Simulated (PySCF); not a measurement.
# Ionisation energy of Pt³⁺ by level of theory

Pt³⁺ [Xe] 4f14 5d7 [5d3/2^4 5d5/2^3, M_J = 9/2] → Pt⁴⁺ [Xe] 4f14 5d6 [5d3/2^4 5d5/2^2, M_J = 4], as a difference of total energies. All numbers are calculated (PySCF 2.14, the two-component X2C-1e Hamiltonian, in x2c-QZVPPall-2c (16s16p12d7f2g, 191 functions)). Correlated levels: [Kr] 4d10 4f14 frozen; the 58 highest virtual spinors dropped. "Screened" scales the spin-orbit matrix elements by Boettger's factors to mimic the two-electron term; Breit and QED terms are absent.

```tsv
method	ionisation energy (eV)
GHF (spin-free)	42.618
GMP2 (spin-free)	43.998
GHF (screened spin-orbit)	42.723
GMP2 (screened spin-orbit)	44.088
```

Task: How much does correlation contribute at GMP2 (screened spin-orbit)?

Result: 44.088 − (42.723) = 1.365 eV, measured against GHF (screened spin-orbit).

The spin-free rows relax to the high-spin LS determinant and lack the spin-orbit shift.

The labels give the starting determinants; with spin-orbit coupling the two ends relaxed to ⟨J²⟩ = 24.76, ⟨L²⟩ = 13.31, ⟨S²⟩ = 3.50 and ⟨J²⟩ = 20.04, ⟨L²⟩ = 7.07, ⟨S²⟩ = 5.60.

For comparison: 43 ± 1.7 eV (theoretical estimate listed by NIST; NIST Atomic Spectra Database, ionization energies).
